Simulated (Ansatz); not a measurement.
The same path of ClH$_{3}$SeSi (6 atoms, charge 0, multiplicity 1) was run twice with different band settings. The coordinate that changes most is the dihedral H5–Si2–Se3–H6.

Theory: RKS PBE0/def2-mTZVP (Ansatz 0.2.0).

Relaxed end points:

```xyz
6
Properties=species:S:1:pos:R:3
Cl -2.355 0.105 -0.090
Si -0.322 -0.071 -0.381
Se 0.665 0.319 1.634
H -0.043 -1.439 -0.875
H 0.085 0.924 -1.398
H 2.012 0.098 1.064
```

```xyz
6
Properties=species:S:1:pos:R:3
Cl -2.088 0.599 0.000
Si -0.255 -0.257 -0.426
Se 1.139 -0.377 1.359
H -0.484 -1.659 -0.835
H 0.342 0.550 -1.512
H 1.388 1.078 1.367
```

Common settings: spring 5.0 eV/Å²; optimiser quadratic models (default); start path IDPP; force threshold 0.05 eV/Å; iteration limit 60; end points relaxed.

| run | movable images | climbing image |
| --- | --- | --- |
| 1 | 7 | yes |
| 2 | 3 | no |

What does each run give, and how far can it be trusted?

Run 1: converged after 5 iterations, highest image 0.000 eV above the first end. The top lies less than 8 meV above the higher end, about what the thresholds resolve: that end is a shoulder or a very shallow well. A vibrational analysis at the climbing image gives one clearly imaginary mode, 75i cm⁻¹: a first-order saddle point.
Run 2: converged after 4 iterations, highest image 0.000 eV above the first end. The top lies less than 8 meV above the higher end, about what the thresholds resolve: that end is a shoulder or a very shallow well. No image climbed, so the highest image needn't sit at the top of the path. So few images can step over the top or miss a turn of the path.
